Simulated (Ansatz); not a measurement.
Consider the formal exchange of groups at the Si–Al bond: `C[O][Al]([OH])[SiH3]` + `COC1CO1` → `[SiH3]OC1CO1` + `C[O][Al]([CH3])[OH]`.

Gas-phase electronic energies from Ansatz, PBE0-D4/def2-TZVP geometries. CBS: MP2 limit from def2 TZ/QZ plus the TZ coupled-cluster correction, frozen cores. Functionals use def2-TZVPP. B3LYP here is the variant with VWN-RPA as its local correlation; programs differ in this. Each species was taken in one conformer, which may not be the lowest.

(1) Is it downhill or uphill in electronic energy at CCSD(T)/CBS, and by how much? (An estimate is asked.)

(2) What do these levels give: PBE0-D4, B3LYP-D4, B2PLYP, r2SCAN, HF/def2-TZVPP, MP2/def2-TZVPP, CCSD/def2-TZVPP, CCSD(T)/def2-TZVPP, HF/def2-QZVPP, MP2/def2-QZVPP, SCS-MP2/def2-QZVPP, HF/CBS(def2)? (An estimate is asked.)

Largest T1 diagnostic among the species: 0.013.

## Answers

(1) Computed: Downhill: ΔE = -165.8 kJ/mol.

(2) Ansatz gave: PBE0-D4 -147.1, B3LYP-D4 -160.0, B2PLYP -164.8, r2SCAN -160.2, HF/def2-TZVPP -167.2, MP2/def2-TZVPP -176.5, CCSD/def2-TZVPP -162.9, CCSD(T)/def2-TZVPP -161.5, HF/def2-QZVPP -168.8, MP2/def2-QZVPP -179.5, SCS-MP2/def2-QZVPP -174.9, HF/CBS(def2) -169.0 kJ/mol.

From PBE to PBE0 (25 % exact exchange), in def2-TZVPP and without D4, ΔE moves by −7.9 kJ/mol. The D4 term adds −3.3 kJ/mol with B3LYP and −1.5 kJ/mol with PBE0; it sums over pairs of atoms, weighted by their polarisabilities, and B3LYP, whose exchange is more repulsive, gets the larger term.
